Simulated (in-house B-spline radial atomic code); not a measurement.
Results of a calculation; reference values are marked as such.
# Weak and strong correlation along the adiabatic connection

Two-electron singlets in several external potentials (atomic units), by full CI in B-splines with partial waves to l = 8 (correlation energies up to 0.6 % small). The repulsion is scaled by λ at fixed density; W(λ) is the mean repulsion less the Hartree energy, W(0) = E_x, and the area under W from 0 to 1 is E_xc.

One system gave this curve:

```
   λ  W (hartree)
   0     -0.27559
0.02     -0.27759
0.05     -0.28045
0.12     -0.28659
0.25     -0.29629
 0.4     -0.30528
 0.6     -0.31463
 0.8     -0.32184
   1     -0.32756
 1.4     -0.33608
   2     -0.34456
   3     -0.35321
 4.5      -0.3607
   7      -0.3676
```

Which system is it?
A. −Z exp(−kr)/r, Z = 8.32, k = 1.01
B. −V exp(−r²/w²), V = 1.27, w = 8.88
C. ω²r²/2 − Z/r, ω = 0.164, Z = 2
D. −Z exp(−kr)/r, Z = 3.72, k = 1.31

B. The exchange energy sets the size: −V exp(−r²/w²), V = 1.27, w = 8.88: E_x = -0.276, E_c = -0.0319; −Z exp(−kr)/r, Z = 8.32, k = 1.01: E_x = -4.91, E_c = -0.0454; −Z exp(−kr)/r, Z = 3.72, k = 1.31: E_x = -1.86, E_c = -0.0452; ω²r²/2 − Z/r, ω = 0.164, Z = 2: E_x = -1.04, E_c = -0.0418 hartree.
